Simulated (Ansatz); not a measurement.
Ansatz (a first-principles code) input (CCSD(T)/6-31G):

Ansatz 0.2 input:
```yaml
crystal:
  periodic: [false, false, false]
  atoms:
    - {symbol: C, position_ang: [-1.95801932, 0.18285664, 0.38525923]}
    - {symbol: C, position_ang: [-0.69479984, 0.60548378, -0.25057466]}
    - {symbol: C, position_ang: [0.53306484, -0.12471395, -0.05151133]}
    - {symbol: O, position_ang: [0.65649707, -1.12473274, 0.63059536]}
    - {symbol: O, position_ang: [1.58427789, 0.42631052, -0.72147723]}
    - {symbol: H, position_ang: [-2.35644705, 0.97667557, 1.02777498]}
    - {symbol: H, position_ang: [-1.81268154, -0.71582245, 0.98147414]}
    - {symbol: H, position_ang: [-2.72983195, -0.00911014, -0.36896537]}
    - {symbol: H, position_ang: [-0.66378600, 1.48166985, -0.88476697]}
    - {symbol: H, position_ang: [2.35507267, -0.12779394, -0.52750141]}
basis:
  gaussian:
    orbitals: 6-31G
magnetization: {spin_polarized: true, initial_magnetization: 1}
correlation: {method: ccsd_t, electrons: outside_noble_gas}
```

Output:

```
Functional definition: HF
integrals: 0.05 GiB planned
691 factors; integrals over basis functions are off by at most 2.2e-4 eV
mean field: 0.16 GiB planned
mean field evaluation 1: about -7236.6680 eV, gradient 3.0e1 eV
mean field evaluation 2: about -7236.6786 eV, gradient 3.0e1 eV
mean field evaluation 4: about -7240.8543 eV, gradient 3.4e0 eV
mean field evaluation 8: about -7241.0484 eV, gradient 4.7e-1 eV
mean field evaluation 16: about -7241.0685 eV, gradient 2.2e-6 eV
mean field evaluation 32: about -7238.2381 eV, gradient 2.8e-1 eV
mean field evaluation 64: about -7238.2094 eV, gradient 1.9e-1 eV
mean field -7241.06850989 eV, -266.1043595658 hartree, gradient 2.1e-6 eV, S^2 0.833307; 2 other end points of the search recorded, 0 dependent functions left out
determinant -7241.06850989 eV, -266.1043595658 hartree, with singles and doubles -7255.21086709 eV, -266.6240816071 hartree
determinant -7238.24737735 eV, -266.0006848574 hartree, with singles and doubles -7252.19658528 eV, -266.5133087936 hartree
determinant -7238.20745327 eV, -265.9992176745 hartree, with singles and doubles -7252.21498447 eV, -266.5139849512 hartree
5 core orbitals not correlated
reference -7241.06850989 eV, -266.1043595658 hartree; 15, 14 occupied and 35, 36 virtual orbitals, 691 factors
second order -13.18409161 eV of doubles, -0.00000000 eV of singles
coupled cluster: 0.24 GiB planned
cycle   1  -14.14233275 eV  change    2.4e-5 eV  update   1.6e-3
cycle   2  -14.14254000 eV  change   -2.1e-4 eV  update   1.2e-3
cycle   3  -14.14195434 eV  change    5.9e-4 eV  update   6.1e-4
cycle   4  -14.14216383 eV  change   -2.1e-4 eV  update   2.7e-4
cycle   5  -14.14276093 eV  change   -6.0e-4 eV  update   9.1e-5
cycle   6  -14.14291735 eV  change   -1.6e-4 eV  update   4.3e-5
cycle   7  -14.14285854 eV  change    5.9e-5 eV  update   1.7e-5
cycle   8  -14.14282882 eV  change    3.0e-5 eV  update   6.2e-6
cycle   9  -14.14282417 eV  change    4.7e-6 eV  update   2.4e-6
coupled cluster: 0.24 GiB planned
perturbative correction -0.37278979 eV, -0.0136997721 hartree
Total energy: -7255.58412384 eV, -266.6377985396 hartree
```

It need not be the lowest isomer of its formula.
